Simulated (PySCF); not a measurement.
An unknown shows these calculated signals:

1H NMR (300 MHz, computed): δ 8.99 (dd, J = 2.1, 1.0 Hz, 1H), 8.70 (dd, J = 5.5, 1.6 Hz, 1H), 7.86 (dt, J = 8.7, 1.8 Hz, 1H), 7.21 (ddd, J = 8.7, 5.5, 1.0 Hz, 1H), 3.17 (s, 1H).

13C{1H} NMR (computed): δ 165.6 (CH), 159.1 (CH), 150.2 (CH), 131.2 (CH), 129.1 (C), 87.8 (CH), 86.5 (C).

Single conformer, in vacuum, relativity neglected. Spin–spin couplings from B3LYP/pcJ-1 (spin–dipole term only in couplings to heteroatoms); B3LYP/pcSseg-2 with gauge-including orbitals; geometry from PBE0-D3(BJ)/def2-SVP; PySCF.

References, each an isolated molecule treated in the same way: TMS for 1H (σref 31.39), 13C (σref 179.19).

Problem. Which of these does the molecule contain: a methoxy group, an N-methyl group, a non-aromatic C=C double bond, a heteroaromatic ring, a C≡C triple bond?

Solution. 
- A methoxy group: no.
- An N-methyl group: no.
- A non-aromatic C=C double bond: no.
- A heteroaromatic ring: yes.
- A C≡C triple bond: yes (δC 87.8, 86.5; δH 3.17 (s)).

The data belong to 3-ethynylpyridine, C₇H₅N; they needn't prove each group on their own.

Carbon signals by region: 1 in the far downfield region (above 160 ppm), 4 in the sp2 and nitrile region (100–160 ppm), 2 at 50–100 ppm. Above 160 ppm: 165.6, aromatic CH next to a ring nitrogen.

Multiplet labels drop couplings under 1 Hz and merge nearly equal ones. Unscaled 3J(H,H) at this level run about 10 % above measured values. Shifts are as computed. Against solution values, carbons near 30 ppm lie about +3 ppm off and those near 130 ppm about +8 ppm. Of 1211 compounds with measured shifts, 218 miss one by over three times the rms of a fit or turn the order of signals round; such compounds aren't used in these exercises.
